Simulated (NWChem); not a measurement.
# Polarisability of H$_{6}$Al$_{2}$

SMILES: [AlH3].[AlH3]
```xyz
8

Al     0.0000     0.0000    -1.3040
Al     0.0000     0.0000     1.3040
H      0.0000    -1.1587     0.0000
H     -1.4236     0.0000    -1.9935
H      1.4236     0.0000    -1.9935
H      0.0000     1.1587     0.0000
H     -1.4236     0.0000     1.9935
H      1.4236     0.0000     1.9935
```
Charge 0, spin multiplicity 1.

Program: NWChem. Structure: optimised with PBE0/def2-SVP, a minimum by its harmonic frequencies.

Basis set: 6-31G*. Static limit. This basis has no diffuse functions, which lowers polarisabilities.

The correlated methods keep 10 core orbitals frozen. B3LYP has NWChem's definition, with VWN1-RPA local correlation. The Pople sets run with spherical d functions. The structure started from a generated list of species. No row is a measurement; the coupled-cluster row has its own basis-set and correlation limits.

Q: For the isotropic polarisability, PBE0 gives 51.06 bohr³ and CCSD linear response gives 49.92 bohr³. What do HF, PBE, B3LYP give?

A: HF: 45.38 bohr³; PBE: 53.31 bohr³; B3LYP: 50.58 bohr³.
